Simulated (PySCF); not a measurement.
# Mo²⁺: excitation energy

Mo²⁺ [Kr] 4d4 (5D) → Mo²⁺ [Kr] 4d3 5s1 (5F), as a difference of total energies. Calculation: PySCF 2.14, in def2-TZVPPD with the def2 core potential (28 electrons); scalar relativity through the core potential. Correlated levels: valence and next inner shell: nothing frozen outside the core potential. The calculations carry no spin-orbit coupling.

```csv
method,excitation energy (eV)
UHF,3.922
MP2 (valence and next inner shell),4.007
SCS-MP2 (valence and next inner shell),3.958
CCSD (valence and next inner shell),3.960
CCSD(T) (valence and next inner shell),3.951
```

Question: How much does correlation contribute at CCSD(T) (valence and next inner shell)?

Answer: 3.951 − (3.922) = 0.029 eV, measured against UHF.
